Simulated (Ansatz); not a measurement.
Steps of a relaxation of C$_{2}$BrF$_{3}$, SMILES `FC(F)=C(F)Br` with RKS PBE-D4/def2-SVP.

```sh
$ ansatz run in.yaml --threads 4 --pin off --events-out ev --progress --plain --max-ram 10444MiB
```

```yaml
crystal:
  periodic: [false, false, false]
  atoms:
    - {symbol: F, position_ang: [0.780300, -1.753200, 0.031800]}
    - {symbol: C, position_ang: [-0.159900, -0.700800, 0.140900]}
    - {symbol: F, position_ang: [-1.444700, -0.965900, 0.546400]}
    - {symbol: C, position_ang: [0.291700, 0.561200, -0.155800]}
    - {symbol: F, position_ang: [1.489700, 0.756300, -0.584500]}
    - {symbol: Br, position_ang: [-0.914900, 2.038400, -0.024900]}
basis:
  gaussian: {orbitals: def2-SVP}
hamiltonian: {xc: pbe, dispersion: d4}
relax: {f_tol: 0.03, max_steps: 200}
```

Positions (Å) and forces (eV/Å) along the path, 5 of 5 steps:

```xyz
6
step=1 energy=-80232.2639 eV
F     0.780   -1.753    0.032   -2.606    1.663    0.454
C    -0.160   -0.701    0.141    0.759   -0.443   -0.074
F    -1.445   -0.966    0.546    2.502   -0.183   -0.638
C     0.292    0.561   -0.156   -2.706   -1.308    0.834
F     1.490    0.756   -0.585    1.545    0.540   -0.483
Br   -0.915    2.038   -0.025    0.506   -0.269   -0.093
6
step=2 energy=-80232.5663 eV
F     0.715   -1.750    0.037   -1.390    1.031    0.255
C    -0.153   -0.697    0.137    0.554   -0.714   -0.050
F    -1.388   -1.000    0.556    1.120   -0.027   -0.357
C     0.265    0.553   -0.179   -1.265   -0.312    0.504
F     1.496    0.786   -0.560    0.782    0.194   -0.295
Br   -0.894    2.044   -0.036    0.198   -0.172   -0.056
6
step=3 energy=-80232.6461 eV
F     0.679   -1.736    0.044   -0.290    0.034    0.080
C    -0.144   -0.698    0.137    0.199   -0.070   -0.043
F    -1.363   -1.008    0.546    0.193   -0.083   -0.048
C     0.256    0.553   -0.164   -0.056    0.072    0.002
F     1.505    0.793   -0.570   -0.054   -0.004    0.017
Br   -0.890    2.032   -0.039    0.008    0.050   -0.009
6
step=4 energy=-80232.6454 eV rejected
F     0.659   -1.771    0.056   -0.078    0.295   -0.019
C    -0.126   -0.704    0.134   -0.191   -0.070    0.056
F    -1.351   -0.999    0.539    0.080   -0.069   -0.008
C     0.255    0.556   -0.164    0.172   -0.035   -0.042
F     1.498    0.817   -0.573    0.019   -0.040    0.002
Br   -0.893    2.037   -0.038   -0.002   -0.080    0.011
6
step=5 energy=-80232.6504 eV
F     0.665   -1.745    0.050    0.021   -0.011   -0.007
C    -0.138   -0.698    0.135    0.006    0.004    0.003
F    -1.352   -1.016    0.543   -0.024    0.015    0.003
C     0.255    0.557   -0.164   -0.017   -0.010    0.007
F     1.502    0.799   -0.570    0.011    0.008   -0.006
Br   -0.889    2.039   -0.040    0.003   -0.008    0.000
```

Run time 4.3 s (4 threads of an Intel Xeon on a shared host); peak host memory 0.17 GiB.
